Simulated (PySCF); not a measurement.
CAM-B3LYP on Mo (molybdenum, neutral), [Kr] 4d6, high-spin 5D determinant (an excited configuration). All numbers are calculated (PySCF 2.14, the spin-free X2C one-electron Hamiltonian (Gaussian nucleus), in x2c-TZVPPall with one added diffuse shell each of s, p, d, f type (9s7p7d3f1g, 95 functions)).

```
cycle= 7 E= -4048.45517880065  delta_E= 0.00993  |g|= 0.074  |ddm|= 0.46
cycle= 8 E= -4048.45520071497  delta_E= -2.19e-05  |g|= 0.0766  |ddm|= 0.0184
cycle= 9 E= -4048.4553288336  delta_E= -0.000128  |g|= 0.0759  |ddm|= 0.00702
cycle= 10 E= -4048.45691826436  delta_E= -0.00159  |g|= 0.0562  |ddm|= 0.0268
cycle= 11 E= -4048.45396331905  delta_E= 0.00295  |g|= 0.0736  |ddm|= 0.229
cycle= 12 E= -4048.45448273415  delta_E= -0.000519  |g|= 0.0678  |ddm|= 0.0162
cycle= 13 E= -4048.4557162732  delta_E= -0.00123  |g|= 0.0444  |ddm|= 0.0463
cycle= 14 E= -4048.45652982092  delta_E= -0.000814  |g|= 0.002  |ddm|= 0.173
cycle= 15 E= -4048.45651824633  delta_E= 1.16e-05  |g|= 0.00292  |ddm|= 0.0211
cycle= 16 E= -4048.45652272148  delta_E= -4.48e-06  |g|= 0.000411  |ddm|= 0.00867
cycle= 17 E= -4048.4565228027  delta_E= -8.12e-08  |g|= 9.55e-05  |ddm|= 0.000595
cycle= 18 E= -4048.45652280568  delta_E= -2.98e-09  |g|= 1.26e-05  |ddm|= 0.000458
cycle= 19 E= -4048.45652280572  delta_E= -3.55e-11  |g|= 7.74e-07  |ddm|= 5.49e-05
converged SCF energy = -4048.45652280572  <S^2> = 6.0096058  2S+1 = 5.0038409
```

Highest occupied orbital energy: -3.488 eV; ⟨L²⟩ = 7.58; populations by l: s 8.26, p 18.00, d 15.74, f 0.00.

Q: Can this result be used?

A: Not for this state. The run converged. ⟨L²⟩ = 7.58 against 6 for a pure D term, so this real determinant mixes terms. The s, p, d and f populations moved away from the nominal configuration during the SCF.
